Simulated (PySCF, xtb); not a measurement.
CH7BO2Si, SMILES B(O)(C[SiH3])O. Other conformers were not sampled.

Harmonic wavenumbers (cm⁻¹) from GFN2-xTB (xtb 6.7.1) at its own minimum, in rising order: 37, 102, 129, 329, 404, 472, 509, 510, 547, 567, 727, 763, 784, 789, 798, 815, 923, 969, 1018, 1131, 1228, 1319, 1480, 2236, 2243, 2248, 2968, 2980, 3656, 3660.

Question: What does PySCF with PBE-D3(BJ)/def2-SVP give at its own minimum? (The exact figures need the calculation; the answer reports its results.)

Answer: 46, 124, 163, 333, 435, 469, 485, 529, 564, 588, 736, 784, 792, 898, 913, 920, 962, 989, 996, 1057, 1303, 1355, 1437, 2137, 2161, 2171, 2979, 3040, 3763, 3786. Paired by order, the mean absolute difference is 47 cm⁻¹ and the zero-point energies are 52.0 and 52.8 kcal/mol.
